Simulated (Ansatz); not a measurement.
`CCC(C)(C)CC(C)(C)C`, 32 atoms. Hardware: 4 threads of Intel Xeon Platinum 8175M on a shared host.

Correlated methods freeze 10 core orbitals.

Question: How many basis functions does each of these Ansatz runs have, and roughly what does it cost? HF/6-31G, charge 0 singlet, energy; MP2/def2-SVP, charge 0 singlet, energy, from earlier orbitals; B3LYP-D4/6-31G, charge 0 singlet, energy; revPBE-D4/def2-TZVP, charge -1 doublet at the geometry of the charge 0 singlet, energy, from earlier orbitals; PBE-D4/def2-TZVP, charge 0 triplet at the geometry of the charge 0 singlet, energy, from earlier orbitals; PBE-D4/def2-TZVP, charge 1 doublet at the geometry of the charge 0 singlet, energy, from earlier orbitals; PBE0-D4/def2-TZVP, charge -1 doublet at the geometry of the charge 0 singlet, energy; PBE-D4/def2-SVP, charge 1 doublet, relaxation, 7 steps; r2SCAN-D4/def2-TZVP, charge 0 singlet, energy and forces, from earlier orbitals; revPBE-D4/def2-TZVP, charge 1 doublet at the geometry of the charge 0 singlet, energy, from earlier orbitals; PBE-D4/def2-TZVP, charge 1 doublet, energy, from earlier orbitals; PBE-D4/def2-SVP, charge 0 singlet, relaxation, 4 steps.

Answer: Other jobs shared the machine, so times can vary by a factor of up to 3. A dash marks memory too small to be measured apart from the calling script's.

| run | functions | fitting or Cholesky vectors | wall time | peak host memory (GiB) |
| --- | --- | --- | --- | --- |
| HF/6-31G, charge 0 singlet, energy | 134 | 1974 | 3.7 s | – |
| B3LYP-D4/6-31G, charge 0 singlet, energy | 134 | 1974 | 7 s | – |
| MP2/def2-SVP, charge 0 singlet, energy, from earlier orbitals | 250 | 2615 | 14 s | 0.93 |
| PBE-D4/def2-TZVP, charge 1 doublet, energy, from earlier orbitals | 442 | 2768 | 25 s | 1.2 |
| r2SCAN-D4/def2-TZVP, charge 0 singlet, energy and forces, from earlier orbitals | 442 | 2768 | 27 s | 1.2 |
| revPBE-D4/def2-TZVP, charge 1 doublet at the geometry of the charge 0 singlet, energy, from earlier orbitals | 442 | 2768 | 28 s | 1.2 |
| PBE-D4/def2-SVP, charge 0 singlet, relaxation, 4 steps | 250 | 2856 | 28 s | – |
| revPBE-D4/def2-TZVP, charge -1 doublet at the geometry of the charge 0 singlet, energy, from earlier orbitals | 442 | 2768 | 28 s | 1.2 |
| PBE-D4/def2-TZVP, charge 1 doublet at the geometry of the charge 0 singlet, energy, from earlier orbitals | 442 | 2768 | 29 s | 1.2 |
| PBE-D4/def2-TZVP, charge 0 triplet at the geometry of the charge 0 singlet, energy, from earlier orbitals | 442 | 2768 | 38 s | 1.3 |
| PBE-D4/def2-SVP, charge 1 doublet, relaxation, 7 steps | 250 | 2856 | 60 s | – |
| PBE0-D4/def2-TZVP, charge -1 doublet at the geometry of the charge 0 singlet, energy | 442 | 2768 | 94 s | 2.7 |
